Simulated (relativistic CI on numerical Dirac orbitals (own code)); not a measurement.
Pt⁶⁺ (5d4) in a crystal field

Calculated by Dirac-Coulomb-Breit CI, separate exchange-only KLI orbitals for each configuration, model QED (radiative potential, 1s self-energy scaled to tabulated hydrogen-like ionisation energies), valence Slater integrals scaled by 0.75, one configuration in a parametric crystal field (own radial code).

Field parameters in Wybourne normalisation: Oh B⁴₀ = 21Dq, B⁴₄ = √(5/14) B⁴₀. The field is a parameter set, without covalency.

S and J are read from ⟨S²⟩ = S(S + 1) and ⟨J²⟩ = J(J + 1) of each level; they are not fictitious spins.

Oh, 10Dq = 35150 cm⁻¹, the lowest 10 levels:

| E (cm⁻¹) | Degeneracy | Irrep | S | J |
| --- | --- | --- | --- | --- |
| 0.0 | 1 | A1 | 1.06 | 3.40 |
| 7658 | 3 | T1 | 1.13 | 3.72 |
| 11798 | 3 | T2 | 0.87 | 3.98 |
| 12032 | 2 | E | 0.99 | 3.54 |
| 23352 | 3 | T2 | 0.65 | 4.25 |
| 23668 | 2 | E | 0.64 | 4.42 |
| 28572 | 1 | A2 | 1.94 | 3.01 |
| 28994 | 3 | T2 | 1.84 | 3.01 |
| 29314 | 3 | T1 | 1.81 | 2.91 |
| 29496 | 2 | E | 1.76 | 3.09 |

Oh, 10Dq = 20300 cm⁻¹, the lowest 16 levels:

| E (cm⁻¹) | Degeneracy | Irrep | S | J |
| --- | --- | --- | --- | --- |
| 0.0 | 1 | A1 | 1.26 | 2.52 |
| 8292 | 3 | T1 | 1.45 | 2.97 |
| 12878 | 2 | E | 1.42 | 3.00 |
| 13430 | 3 | T2 | 1.16 | 3.78 |
| 18545 | 1 | A2 | 1.92 | 3.01 |
| 18760 | 3 | T2 | 1.65 | 3.04 |
| 19616 | 2 | E | 1.41 | 3.55 |
| 21101 | 1 | A1 | 1.61 | 3.13 |
| 21128 | 3 | T1 | 1.51 | 3.27 |
| 25837 | 3 | T2 | 0.87 | 4.30 |
| 26769 | 2 | E | 0.92 | 4.41 |
| 27993 | 3 | T1 | 1.16 | 4.12 |
| 28263 | 1 | A1 | 1.38 | 3.89 |
| 31749 | 3 | T2 | 1.40 | 3.11 |
| 31760 | 3 | T1 | 1.47 | 3.47 |
| 33925 | 2 | E | 1.06 | 3.99 |

Oh, 10Dq = 21550 cm⁻¹, the lowest 16 levels:

| E (cm⁻¹) | Degeneracy | Irrep | S | J |
| --- | --- | --- | --- | --- |
| 0.0 | 1 | A1 | 1.23 | 2.63 |
| 8279 | 3 | T1 | 1.41 | 3.08 |
| 12872 | 2 | E | 1.35 | 3.08 |
| 13289 | 3 | T2 | 1.10 | 3.83 |
| 19198 | 1 | A2 | 1.92 | 3.01 |
| 19276 | 3 | T2 | 1.69 | 3.02 |
| 19977 | 2 | E | 1.46 | 3.51 |
| 21521 | 3 | T1 | 1.55 | 3.22 |
| 21563 | 1 | A1 | 1.64 | 3.10 |
| 25710 | 3 | T2 | 0.85 | 4.30 |
| 26668 | 2 | E | 0.89 | 4.41 |
| 28886 | 3 | T1 | 1.14 | 4.16 |
| 29040 | 1 | A1 | 1.33 | 3.93 |
| 32689 | 3 | T1 | 1.42 | 3.52 |
| 32850 | 3 | T2 | 1.34 | 3.17 |
| 34584 | 2 | E | 1.08 | 3.97 |

Levels of this model without a field, named by their leading LS term (the scale mimics covalency, so terms lie below those of the real free ion): ⁵D0 0, ⁵D1 7662, ⁵D2 13284, ⁵D3 16973, ⁵D4 18085, ⁵D0 25317, ³H4 26629, ³G3 30452 cm⁻¹.
